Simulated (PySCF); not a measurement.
InOCl + HF → InOF + HCl

Level: PBE0 in the def2-TZVP basis family, computed in PySCF with density fitting; scalar-relativistic core potentials for atoms from Rb on, none lighter, no spin–orbit coupling; open shells unrestricted.

| species | state and structure | E (Eh) | ZPE (kJ/mol) | H(298 K) − H(0) (kJ/mol) | S° (J/(mol K)) |
| --- | --- | --- | --- | --- | --- |
| InOCl | singlet, C∞v, In–Cl 2.267 Å, In–O 1.825 Å; Cl–In–O 180.0° | -725.37563 | 8.7 | 13.3 | 276.8 |
| HF | singlet, C∞v, H–F 0.920 Å | -100.39188 | 24.9 | 8.7 | 173.6 |
| InOF | singlet, C∞v, In–F 1.902 Å, In–O 1.823 Å; F–In–O 180.0° | -365.07933 | 10.4 | 12.6 | 265.2 |
| HCl | singlet, C∞v, H–Cl 1.279 Å | -460.66440 | 17.9 | 8.7 | 186.6 |

Task: What is the electronic reaction energy?

Result: At PBE0/def2-TZVP, ΔE = 62.4 kJ/mol from the differences of the total energies times 2625.5, uphill. Ligand exchange with HF takes part in thermal etching.

Task: Add zero-point, thermal and entropy terms for 298.15 K and 1 bar.

Result: ΔZPE = -5.3 and Δ[H(298) − H(0)] = -0.7 kJ/mol give ΔH° = 56.4 kJ/mol. ΔS° = 1.4 J/(mol K), so ΔG° = 56.4 − 298.15 × (0.0014) = 56 kJ/mol and log₁₀K = -9.8.

Each species is the lowest minimum found with this bonding; other isomers or fragments can lie lower.
